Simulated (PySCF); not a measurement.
Cartesian coordinates in Å; atom numbers follow the order of the lines, from 1:
```xyz
21

C     2.2385   -0.5353   -0.5767
C     1.0033    0.2933   -0.2409
C     1.3797    1.7266    0.1222
C     0.1993   -0.3848    0.8741
P    -1.4402    0.3181    1.1981
C    -2.4493    0.0261   -0.2722
O    -1.4694    1.7255    1.6949
O    -2.0555   -0.7478    2.2766
H     1.9719   -1.5583   -0.8870
H     2.8148   -0.0727   -1.3928
H     2.9040   -0.6123    0.2992
H     0.3693    0.3232   -1.1475
H     0.4969    2.3232    0.3935
H     1.9017    2.2173   -0.7136
H     2.0587    1.7347    0.9911
H     0.7412   -0.3256    1.8342
H     0.0484   -1.4569    0.6612
H    -2.0636    0.6181   -1.1142
H    -3.4693    0.3679   -0.0444
H    -2.4732   -1.0390   -0.5421
H    -2.3651   -0.2528    3.0464
```

Geometry: PBE0-D3(BJ)/def2-SVP; GIAO shifts from PySCF, gas phase, non-relativistic, averaged over equivalent atoms.

At HF/pcSseg-1 (208 basis functions, 18 s wall time on 1 thread of an Arm Neoverse V2, shared host):
```csv
atoms,δ (ppm)
C4,36.1
C1,26.2
C3,21.1
C2,21.0
C6,14.7
P5,44.5
O7,121.5
O8,87.6
H21,2.68
H13/H14/H15,1.26
H18/H19/H20,1.25
H16,1.06
H9/H10/H11,1.00
H17,0.97
H12,0.94
```

Shifts are taken against calculated references (same method and geometry level): 13C (σref 190.85), 1H (σref 31.69) vs TMS; 31P (σref 356.22) against H3PO4; H2O for 17O (σref 333.31).

Estimate the result of repeating the calculation with PBE0/pcSseg-1.

Answers


```csv
atoms,δ at PBE0/pcSseg-1,change
C4,42.7,+6.6
C1,27.7,+1.5
C3,22.6,+1.5
C2,26.2,+5.2
C6,16.6,+1.9
P5,41.2,-3.3
O7,165.4,+43.9
O8,117.6,+30.0
H21,2.14,-0.54
H13/H14/H15,1.24,-0.02
H18/H19/H20,1.29,+0.04
H16,1.18,+0.12
H9/H10/H11,0.97,-0.03
H17,1.33,+0.36
H12,1.36,+0.42
```

δ = σ(ref) − σ, references computed at the same level: TMS for 13C (184.41 ppm) and 1H (31.27 ppm); 31P (310.13 ppm) against H3PO4; 17O (334.56 ppm) vs H2O.

The largest change is at O7 (P=O oxygen). Cost: 208 basis functions, 46 s wall time on 1 thread of an Arm Neoverse V2, shared host. The order of the carbon signals changes between the two levels.

Experimental scales use liquid or dissolved standards, which lie at an offset from isolated H2O (liquid H2O: subtract about 36 ppm) and H3PO4.
